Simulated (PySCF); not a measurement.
H6Se, SMILES [SeH6].

Geometry: B3LYP-D3(BJ)/def2-TZVP.

Two levels are set side by side: TDA-PBE/def2-TZVPD (PySCF) and ADC(2)/aug-cc-pVDZ (PySCF). Vertical, same geometry; the bases differ. Differences are taken from unrounded values.

```
quantity                        ADC(2)
------------------------------  ------
lowest singlet excitation (eV)    4.31
```

Task: What does TDA-PBE give, and how far is it from ADC(2)? (The exact figures need the calculation; the answer reports its results.)

Result: 
```json
[
 {"quantity": "lowest singlet excitation (eV)", "TDA-PBE": "3.87", "TDA-PBE minus ADC(2)": "-0.44"}
]
```

A lower first singlet is the usual sign of a functional without exact exchange. Differences between two approximate levels are no errors against the true value.

Rough cost on one machine, each run with all the roots and properties that it gave: ADC(2) against TDA-PBE about 8 times.
